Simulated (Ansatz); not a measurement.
Name a neutral molecule of Al, C, Se and H with size of the dipole moment (ωB97M-V/def2-TZVPP) between 2.25 and 2.55 D and HOMO energy (ωB97M-V/def2-TZVPP) between -8.80 and -8.50 eV (Ansatz, PBE0-D4/def2-TZVP geometry).

`[CH2]1[AlH][Se]1` (2.35 D, -8.74 eV). Other molecules can fit too; these were computed, each in one conformer that needn't be the lowest.
